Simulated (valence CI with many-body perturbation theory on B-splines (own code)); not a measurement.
**Basis-set convergence for Ba7+**

Level of theory: valence CI with perturbative core correlation (CI+MBPT): three valence electrons over a frozen Dirac-Fock core [Kr] 4d10, a basis of 7 s, 7 p, 7 d, 7 f, 4 g, 2 h functions for each j, with the one-electron correlation potential Σ1, the two-electron term Σ2, the three-electron term Σ3, Breit, model QED; selected CI, second order for the rest, scaled by the run's own slope (own B-spline code, finite nucleus).

Against 28 measured levels this calculation errs by 443 cm⁻¹ on average and by 1130 at most. These come from a selection out of Sansonetti and Curry, J. Phys. Chem. Ref. Data 39, 043103 (2010). Levels without a partner in it may be off by more, other configurations by several thousand cm⁻¹. 2 measured levels below the end of the list, from 249919 cm⁻¹ on, found no clear computed partner, and computed levels of the same name lie up to 8909 cm⁻¹ from them.

The reference run has the lowest level 5s2 5p 2P°_1/2 and an ionisation energy of 101.292 eV. Its largest variational space holds 10954 state functions.

Names give the largest LS component (configuration and term), which can be under half, so a name can repeat, a term be missing and a line seem to break the LS rules; names also repeat where a configuration has a term twice.

Changed runs:
A. basis 5 s, 5 p, 5 d, 5 f, 2 g
B. basis 4 s, 4 p, 4 d, 4 f

Excitation energies of the reference run in cm⁻¹, and shifts in cm⁻¹:

```tsv
Level	Reference	A	B
5s2 5p 2P°_3/2	23596	-3.6	-16
5s 5p2 4P_1/2	115646	-74	-284
5s 5p2 4P_3/2	128264	-89	-348
5s 5p2 4P_5/2	137483	-69	-277
4f 5s2 2F°_5/2	137741	+369	+1467
4f 5s2 2F°_7/2	139044	+371	+1471
5s 5p2 2D_3/2	157678	+15	+45
5s 5p2 2D_5/2	165659	-9.1	-53
5s 5p2 2P_1/2	174986	+87	+405
5s 5p2 2S_1/2	199265	+100	+449
5s 5p2 2P_3/2	200754	+72	+352
5s2 5d 2D_3/2	230948	+41	+178
Ionisation energy (eV)	101.292	-0.015	-0.045
```
